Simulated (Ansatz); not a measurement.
Consider the isomerisation: `CC=C=C[SiH3]` → `C#CC[SiH2]C`.

Computed with Ansatz on PBE0-D4/def2-TZVP structures; ΔE is electronic, products minus reactants. CCSD(T)/CBS is the MP2 limit (def2-TZVPP, def2-QZVPP) plus CCSD(T) − MP2 in def2-TZVPP, frozen cores. Functionals use def2-TZVPP. B3LYP here is the variant with VWN-RPA as its local correlation; programs differ in this. Each species was taken in one conformer, which may not be the lowest.

```
             level  ΔE (kJ/mol)  difference from CCSD(T)/CBS
            PBE-D4         -7.3                         20.7
         r2SCAN-D4        -12.4                         15.6
           PBE0-D4        -13.3                         14.7
          B3LYP-D4        -11.3                         16.7
           ωB97X-V        -20.7                          7.3
           ωB97M-V        -23.5                          4.5
              PBE0        -11.8                         16.2
             B3LYP         -8.7                         19.3
     HF/def2-TZVPP        -18.5                          9.5
    MP2/def2-TZVPP        -38.4                        -10.4
SCS-MP2/def2-TZVPP        -33.0                         -5.0
CCSD(T)/def2-TZVPP        -25.1                          2.9
     HF/def2-QZVPP        -18.6                          9.4
    MP2/def2-QZVPP        -40.1                        -12.1
      HF/CBS(def2)        -18.6                          9.4
     MP2/CBS(def2)        -41.3                        -13.3
       CCSD(T)/CBS        -28.0                            0
```

Largest T1 diagnostic among the species: 0.012.

In def2-TZVPP, CCSD(T) changes the Hartree–Fock value by −6.6 kJ/mol (the triples alone add +1.1 kJ/mol) and MP2 by −19.9 kJ/mol. From PBE to PBE0 (25 % exact exchange), in def2-TZVPP and without D4, ΔE moves by −6.2 kJ/mol.

CCSD(T)/CBS has its own doubt, a few kJ/mol and more with outer-core shells, so smaller differences from it don't rank the levels.
